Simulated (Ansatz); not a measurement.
C$_{3}$H$_{8}$Cl$_{3}$HfN, SMILES `CC[N](C)[Hf]([Cl])([Cl])[Cl]`, relaxed with RKS PBE0-D4/def2-TZVP in Ansatz 0.2.0 from a GFN2-xTB geometry. The force threshold is 0.005 eV/Å; the program also tests the step.

The species carries charge 0 and has multiplicity 1. Hf takes the def2 core potential.

Start:

```xyz
16

C     0.353    0.539    1.582
C    -0.631    1.062    0.514
N    -0.548    0.296   -0.726
C    -1.395   -0.895   -0.718
Hf    1.309   -0.216   -1.087
Cl    1.431   -0.960   -3.243
Cl    2.788    1.522   -0.937
Cl    1.813   -2.111    0.063
H     1.392    0.668    1.239
H     0.228    1.097    2.509
H     0.170   -0.518    1.792
H    -1.655    1.026    0.908
H    -0.390    2.109    0.286
H    -1.188   -1.551    0.145
H    -2.453   -0.609   -0.683
H    -1.224   -1.459   -1.644
```

**Question.** How much energy does the relaxation release, and in how many steps? (An estimate is asked.)

**Answer.** The calculation gave: 74.86 kJ/mol, in 19 steps.

**Question.** Which bonds change most? (Estimate.)

**Answer.** Ansatz gave: Hf5–Cl8 from 2.273 to 2.350 Å; C4–Hf5 from 2.812 to 2.881 Å; Hf5–Cl6 from 2.284 to 2.351 Å; Hf5–Cl7 from 2.287 to 2.341 Å.

**Question.** Give the relaxed structure. (Estimate.)

**Answer.** Computed: 
```xyz
16

C    -0.243    0.684    1.982
C    -0.344    1.072    0.516
N    -0.057   -0.018   -0.400
C    -1.052   -1.073   -0.432
Hf    1.444   -0.321   -1.659
Cl    0.516   -0.435   -3.816
Cl    2.942    1.462   -1.414
Cl    2.404   -2.392   -1.100
H     0.758    0.315    2.215
H    -0.444    1.553    2.613
H    -0.963   -0.091    2.249
H    -1.349    1.460    0.301
H     0.355    1.887    0.308
H    -1.120   -1.610    0.520
H    -2.041   -0.673   -0.688
H    -0.805   -1.821   -1.197
```
